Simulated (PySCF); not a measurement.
Computed IR spectrum (relative IR intensity) of a molecule C4H11In. The structure is a stationary point at PBE0-D3(BJ)/def2-SVP. The def2 effective core potentials stand for the cores of In; spin–orbit coupling is left out. One conformer was computed; it need not be the lowest. Computed with PySCF 2.14.0 with PBE0-D3(BJ)/def2-SVP. Frequencies are harmonic and unscaled.

```tsv
ν (cm⁻¹)	relative intensity
111	2.3
113	5.6
235	8.3
460	5.2
489	48
500	44
666	37
685	72
733	100
926	2.6
960	10
1060	14
1175	4.9
1191	5.0
1241	2.1
1393	7.5
1434	5.0
1468	2.4
1477	7.7
3031	62
3053	30
3056	7.2
3101	4.1
3110	30
3132	31
3158	14
3177	14
```

Problem. Which molecule gave these data?
A. C[CH2][In]([CH3])[CH3]
B. CCC[CH2][InH2]
C. C[C](C)(C)[InH2]
D. C[CH2][InH][CH2]C

Solution. A, C[CH2][In]([CH3])[CH3]
